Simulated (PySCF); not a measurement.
Isomers of C6H13OP, mass 132.070 u with the commonest isotopes. Method: PBE0/pcSseg-1 in PySCF (dipole) on a GFN2-xTB geometry, gas phase. One conformer each, none proved a minimum here; rigid rotors.

Question: Order these by rotational constant C, smallest first.
A. `[CH3:1][CH2:2][P:3]([CH2:4][OH:5])[CH:6]1[CH2:7][CH2:8]1` with C1–C2–P3–C4 85°, C2–P3–C4–O5 51°, P3–C4–O5–H 66°, C2–P3–C6–C7 114°
B. `[CH3:1][CH2:2][CH2:3][CH2:4]/[P:5]=[CH:6]/[O:7][CH3:8]` with C1–C2–C3–C4 179°, C2–C3–C4–P5 179°, C3–C4–P5–C6 80°, P5–C6–O7–C8 180°
C. `[CH3:1][P:2]([CH2:3][OH:4])[CH:5]1[CH2:6][CH2:7][CH2:8]1` with C1–P2–C3–O4 172°, P2–C3–O4–H 58°, C1–P2–C5–C6 -179°, P2–C5–C6–C7 -131°, C5–C6–C7–C8 12°, C6–C7–C8–C5 -12°, P2–C5–C8–C7 131°
D. `[CH3:1][CH2:2][CH2:3][P:4]1(=[O:5])[CH2:6][CH2:7][CH2:8]1` with C1–C2–C3–P4 62°, C2–C3–P4–O5 43°, C3–P4–C6–C7 94°, P4–C6–C7–C8 17°, C6–C7–C8–P4 -17°, C3–P4–C8–C7 -90°

Answer: B (545.9 MHz), C (906.7 MHz), A (937.1 MHz), D (1148 MHz).

Question: Order these by radius of gyration √(Σ m r²/M), largest first.
A. `[CH3:1][CH2:2][CH2:3][P:4]1(=[O:5])[CH2:6][CH2:7][CH2:8]1` with C1–C2–C3–P4 62°, C2–C3–P4–O5 43°, C3–P4–C6–C7 94°, P4–C6–C7–C8 17°, C6–C7–C8–P4 -17°, C3–P4–C8–C7 -90°
B. `[CH3:1][P:2]([CH2:3][OH:4])[CH:5]1[CH2:6][CH2:7][CH2:8]1` with C1–P2–C3–O4 172°, P2–C3–O4–H 58°, C1–P2–C5–C6 -179°, P2–C5–C6–C7 -131°, C5–C6–C7–C8 12°, C6–C7–C8–C5 -12°, P2–C5–C8–C7 131°
C. `[CH3:1][CH2:2][CH2:3][CH2:4]/[P:5]=[CH:6]/[O:7][CH3:8]` with C1–C2–C3–C4 179°, C2–C3–C4–P5 179°, C3–C4–P5–C6 80°, P5–C6–O7–C8 180°

Answer: C (2.682 Å), B (2.102 Å), A (1.973 Å).

Question: Order these by dipole moment, largest first.
A. `[CH3:1][CH2:2][P:3]([CH2:4][OH:5])[CH:6]1[CH2:7][CH2:8]1` with C1–C2–P3–C4 85°, C2–P3–C4–O5 51°, P3–C4–O5–H 66°, C2–P3–C6–C7 114°
B. `[CH3:1][P:2]([CH2:3][OH:4])[CH:5]1[CH2:6][CH2:7][CH2:8]1` with C1–P2–C3–O4 172°, P2–C3–O4–H 58°, C1–P2–C5–C6 -179°, P2–C5–C6–C7 -131°, C5–C6–C7–C8 12°, C6–C7–C8–C5 -12°, P2–C5–C8–C7 131°
C. `[CH3:1][CH2:2][CH2:3][CH2:4]/[P:5]=[CH:6]/[O:7][CH3:8]` with C1–C2–C3–C4 179°, C2–C3–C4–P5 179°, C3–C4–P5–C6 80°, P5–C6–O7–C8 180°
D. `[CH3:1][CH2:2][CH2:3][P:4]1(=[O:5])[CH2:6][CH2:7][CH2:8]1` with C1–C2–C3–P4 62°, C2–C3–P4–O5 43°, C3–P4–C6–C7 94°, P4–C6–C7–C8 17°, C6–C7–C8–P4 -17°, C3–P4–C8–C7 -90°

Answer: D (3.82 D), C (3.07 D), A (1.41 D), B (1.17 D).

```json
{"SMILES": "CP(CO)C1CCC1", "point group": "C1", "Ia (u·Å²)": "216.03", "Ib (u·Å²)": "393.62", "Ic (u·Å²)": "557.41", "κ": "-0.47", "μa (D)": "0.08", "μb (D)": "1.15", "μc (D)": "0.21"}
{"SMILES": "CCCC/P=C/OC", "point group": "C1", "Ia (u·Å²)": "161.23", "Ib (u·Å²)": "813.08", "Ic (u·Å²)": "925.85", "κ": "-0.94", "μa (D)": "0.19", "μb (D)": "2.70", "μc (D)": "1.45"}
{"SMILES": "CCP(CO)C1CC1", "point group": "C1", "Ia (u·Å²)": "219.49", "Ib (u·Å²)": "412.46", "Ic (u·Å²)": "539.32", "κ": "-0.58", "μa (D)": "1.28", "μb (D)": "0.09", "μc (D)": "0.58"}
{"SMILES": "CCCP1(=O)CCC1", "point group": "C1", "Ia (u·Å²)": "180.04", "Ib (u·Å²)": "407.64", "Ic (u·Å²)": "440.38", "κ": "-0.89", "μa (D)": "0.65", "μb (D)": "3.18", "μc (D)": "2.01"}
```
